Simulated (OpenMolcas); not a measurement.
**Re3+ in a point-charge field**

Re3+ among 6 point charges of -1.7 e arranged as a tetragonal octahedron (D4h), 2.07 Å from the ion, with the axial distance 2.484 Å.

- Program: OpenMolcas
- Method: SS-CASPT2, IPEA 0.25 Eh, imaginary shift 0.1 Eh (closed shells correlated: 5s 5p)
- Basis: ANO-RCC-VDZP [7s6p4d2f1g]
- Scalar Hamiltonian: DKH2, point nucleus
- Active space: 4 electrons in 5 orbitals (5d)
- State averaging: 2S+1 = 5 even, 5 roots; 2S+1 = 3 even, 45 roots; 2S+1 = 1 even, 50 roots
- Spin-orbit coupling: RASSI with atomic mean-field integrals over the reference wave functions

The lowest spin-free states (labels of D4, the rotations of D4h), above the lowest:

```csv
State,Degeneracy,E (cm-1),Free-ion L (%)
5B1,1,0,D (100)
5B2,1,11800,D (100)
3E,2,12250,H (43)
5A1,1,12420,D (100)
3A2,1,15540,H (72)
3B1,1,16950,H (64)
5E,2,17240,D (100)
3B1,1,17580,F (55)
3A1,1,17960,G (45)
3E,2,18100,F (41)
1A1,1,18730,I (56)
3A2,1,18880,G (48)
1E,2,20050,I (53)
3E,2,22120,H (49)
1A1,1,22680,G (40)
3B2,1,22720,F (62)
1B1,1,22760,I (84)
1B2,1,23940,G (74)
3E,2,24750,G (34)
1A2,1,25330,G (57)
```

The lowest levels with spin-orbit coupling:

| E (cm-1) | Degeneracy | Label | 2S+1 | g |
| --- | --- | --- | --- | --- |
| 0 | 1 | A1 | 5 (75 %) |  |
| 1000 | 1 | A2 | 5 (87 %) |  |
| 2430 | 2 | E | 5 | 0.00 0.00 2.49 |
| 3060 | 1 | B1 | 5 |  |
| 9180 | 1 | A1 | 5 (54 %) |  |
| 11200 | 2 | E | 5 (61 %) | 0.00 0.00 2.57 |
| 12490 | 2 | E | 5 (48 %) | 0.00 0.00 4.21 |
| 13000 | 1 | B2 | 5 (71 %) |  |
| 13370 | 1 | B1 | 3 (52 %) |  |
| 13390 | 1 | B2 | 3 (55 %) |  |
| 13510 | 1 | A1 | 3 (49 %) |  |
| 14380 | 1 | A2 | 5 (52 %) |  |
| 14510 | 1 | A1 | 5 (59 %) |  |
| 14990 | 1 | A2 | 3 (61 %) |  |
| 15440 | 2 | E | 3 (53 %) | 0.00 0.00 0.85 |
| 15570 | 1 | B2 | 5 (51 %) |  |
| 16250 | 1 | B1 | 3 (48 %) |  |
| 16600 | 2 | E | 3 (65 %) | 0.00 0.00 0.01 |
| 17240 | 1 | A1 | 3 (52 %) |  |
| 17310 | 2 | E | 3 (53 %) | 0.00 0.00 1.36 |

Powder χT (cm3 K/mol): 0.0031 at 2 K, 0.0155 at 10 K, 0.0774 at 50 K, 0.155 at 100 K, 0.309 at 200 K, 0.46 at 300 K. The effective moment at 300 K is 2.828 √(χT) = 1.92 μB.

Spin-orbit coupling mixes the spin-free states strongly: the lowest level takes only 65 % from its leading state, 5B1. This shell can be high or low spin here, a state of another spin lies low, and with metal d orbitals alone active their balance is uncertain, so the ground spin may be wrong. Point charges give a weaker field than real ligands, and real ions of this kind are as a rule low spin; the high spin found here belongs to the model. Free-ion shares, where given, are those of the reference states; single-state CASPT2 does not remix them. Point charges carry no covalency, so the field is a model and not that of real ligands. No measured value stands beside these numbers.

With an even number of electrons the g values are those of a degenerate or nearly degenerate non-Kramers pair.
